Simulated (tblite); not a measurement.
C8H14FP.
Atom-mapped SMILES: `[CH2:1]=[CH:2][P:3]1[CH2:4][CH2:5][C@@H:6]([CH3:7])[C@@H:8]([F:9])[CH2:10]1` (hydrogens: H11, H12 on C1; H13 on C2; H14, H15 on C4; H16, H17 on C5; H18 on C6; H19, H20, H21 on C7; H22 on C8; H23, H24 on C10)

Structure used (GFN2-xTB), in Å, numbered top down from 1:
```
atom  x, y, z in Å
C1     3.8640    0.7026   -0.2625
C2     2.8899   -0.1910   -0.3257
P3     1.4904   -0.2087    0.8483
C4     0.4451   -1.4997    0.0099
C5    -0.9998   -1.3684    0.4819
C6    -1.6476   -0.0624    0.0141
C7    -3.1167   -0.0123    0.4297
C8    -0.9022    1.1556    0.5729
F9    -0.9199    1.1065    1.9560
C10    0.5481    1.2349    0.1210
H11    3.8622    1.4870    0.4771
H12    4.6986    0.6960   -0.9459
H13    2.9226   -0.9940   -1.0526
H14    0.5045   -1.3906   -1.0786
H15    0.8360   -2.4846    0.2799
H16   -1.5895   -2.2074    0.1026
H17   -1.0299   -1.4046    1.5736
H18   -1.5835   -0.0019   -1.0788
H19   -3.5921    0.8909    0.0528
H20   -3.6515   -0.8738    0.0372
H21   -3.1968   -0.0180    1.5141
H22   -1.4423    2.0764    0.3062
H23    0.6005    1.2272   -0.9702
H24    0.9981    2.1601    0.4873
```

Computed with GFN2-xTB (tblite): harmonic, unscaled wavenumbers at the GFN2-xTB geometry, gas phase. Errors from tens to a few hundred cm⁻¹ against measured bands are possible. One conformer, not necessarily the lowest. The optimisation stopped once no atom felt more than 0.01 eV/Å.

Lowest wavenumbers of the output (negative numbers stand for imaginary wavenumbers):
```
mode    cm-1
  1     -53.4
  2      77.5
  3     101.9
  4     129.1
  5     193.8
  6     207.3
  7     233.6
  8     273.2
  9     286.0
 10     313.7
```

Task: Is this structure a minimum?

Result: Not by this Hessian. 1 mode is imaginary beyond 20i (53i cm⁻¹), so at this level the point lies at or near a first-order saddle. The curvature is small, so loose convergence or finite differences may be the whole cause.

Task: Which atoms move in the imaginary mode?

Result: 53i: C1 (terminal =CH2 carbon) 34 %, H11 (vinylic hydrogen) 23 %, H13 (vinylic hydrogen) 18 %, C2 (alkene CH carbon) 12 %. These are shares of the mass-weighted motion.

Task: What is the remedy?

Result: Step along that mode in both directions, optimise again with tighter thresholds and repeat the frequencies. The zero-point energy of this point (125.7 kcal/mol) counts the 65 real modes alone, and thermal corrections from it aren't those of a minimum.
